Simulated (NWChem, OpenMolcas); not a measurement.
## InPH4O (SMILES O[PH][InH2]): methods side by side

InPH4O: 7 atoms, total charge 0, spin state singlet. SMILES: `O[PH][InH2]`. The shape is that of a PBE0-D4/def2-TZVP optimisation. This is one conformer, not always the lowest.

```xyz
7

O    -1.8445    0.1469    0.0792
P    -0.6228   -0.3700   -0.9355
In    1.3969    0.3659    0.3459
H    -2.6343    0.3118   -0.4419
H    -0.4837   -1.7221   -0.4922
H     1.2782    1.6232    1.5180
H     2.9101   -0.3557   -0.0735
```

Each level gives the energy change with the O1–H4 bond stretched from 0.960 to 1.105 Å (eV). The values are calculated.

```json
{"level": "HF/def2-SVPD (core potential) (restricted)", "kind": "Hartree–Fock", "program": "NWChem", "value (eV)": "0.55", "less CCSD(T)/def2-SVPD": "+0.19", "CPU time (all runs)": "72 s"}
{"level": "SVWN5/def2-SVPD (core potential) (restricted)", "kind": "LDA", "program": "NWChem", "value (eV)": "0.30", "less CCSD(T)/def2-SVPD": "-0.06", "CPU time (all runs)": "45 s"}
{"level": "BLYP/def2-SVPD (core potential) (restricted)", "kind": "GGA", "program": "OpenMolcas", "value (eV)": "0.29", "less CCSD(T)/def2-SVPD": "-0.07", "CPU time (all runs)": "1.8 min"}
{"level": "revPBE/def2-SVPD (core potential) (restricted)", "kind": "GGA", "program": "OpenMolcas", "value (eV)": "0.31", "less CCSD(T)/def2-SVPD": "-0.05", "CPU time (all runs)": "1.7 min"}
{"level": "TPSS/def2-SVPD (core potential) (restricted)", "kind": "meta-GGA", "program": "OpenMolcas", "value (eV)": "0.31", "less CCSD(T)/def2-SVPD": "-0.05", "CPU time (all runs)": "2.1 min"}
{"level": "BHLYP/def2-SVPD (core potential) (restricted)", "kind": "global hybrid", "program": "OpenMolcas", "value (eV)": "0.46", "less CCSD(T)/def2-SVPD": "+0.10", "CPU time (all runs)": "80 s"}
{"level": "B2PLYP/def2-SVPD (core potential) (restricted)", "kind": "double hybrid", "program": "OpenMolcas", "value (eV)": "0.37", "less CCSD(T)/def2-SVPD": "+0.01", "CPU time (all runs)": "70 s"}
{"level": "MP2/def2-SVPD (core potential) (restricted)", "kind": "perturbation theory", "program": "NWChem", "value (eV)": "0.36", "less CCSD(T)/def2-SVPD": "0.00", "CPU time (all runs)": "2 min"}
{"level": "CCSD(T)/def2-SVPD (Cholesky decomposition, core potential) (restricted)", "kind": "coupled cluster or CI", "program": "OpenMolcas", "value (eV)": "0.36", "less CCSD(T)/def2-SVPD": "0.00", "CPU time (all runs)": "32 min"}
```

CCSD(T)/def2-SVPD (Cholesky decomposition, core potential) (restricted) is the highest level here, not the true value. The first shape isn't each level's own minimum. The values span 0.29 to 0.55 eV. In the correlated wave-function rows the outer d shell of In is correlated, in sets not made for it. Times are those of the runs behind each value, whatever else they computed, on shared processors of several kinds: orders of magnitude only.
